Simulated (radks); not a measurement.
Values are calculated unless marked as measured or tabulated.
In2+, 47 electrons, occupied as [Ar] 3d10 4s2 4p(up 3, down 2) 4d10 5s2 (not the ground configuration). Code: a radial shooting solver on a logarithmic mesh with Libxc functionals. Model: scalar-relativistic Kohn-Sham, BLYP, spin-polarised, spherical densities, finite nucleus; Fermi nuclear charge, rms radius 4.6156 fm. Some entries of the table are withheld. Estimate them.

| orbital | occ. | eigenvalue (eV) | <1/r> (bohr^-1) |
|---|---|---|---|
| 1s up | 1 | -27785.89 | 51.85 |
| 1s down | 1 | -27785.61 | 51.85 |
| 2s up | 1 | -4183.435 | 11.82 |
| 2s down | 1 | -4183.259 | 11.82 |
| 2p up | 3 | -3758.324 | 11.38 |
| 2p down | 3 | -3758.057 | 11.38 |
| 3s up | 1 | -815.3456 | 4.181 |
| 3s down | 1 | -815.0735 | 4.181 |
| 3p up | 3 | -676.1085 | 3.982 |
| 3p down | 3 | -675.8011 | 3.982 |
| 3d up | 5 | -459.7295 | 3.754 |
| 3d down | 5 | -459.4136 | 3.755 |
| 4s up | 1 | -145.2093 | (1) |
| 4s down | 1 | -143.9779 | (2) |
| 4p up | 3 | -103.2649 | 1.496 |
| 4p down | 2 | -102.1079 | 1.493 |
| 4d up | 5 | -42.3960 | 1.188 |
| 4d down | 5 | -41.5051 | 1.180 |
| 5s up | 1 | -25.7524 | 0.5718 |
| 5s down | 1 | -25.6569 | 0.5699 |

Answer. 
(1) 4s up <1/r> (bohr^-1): 1.647
(2) 4s down <1/r> (bohr^-1): 1.646
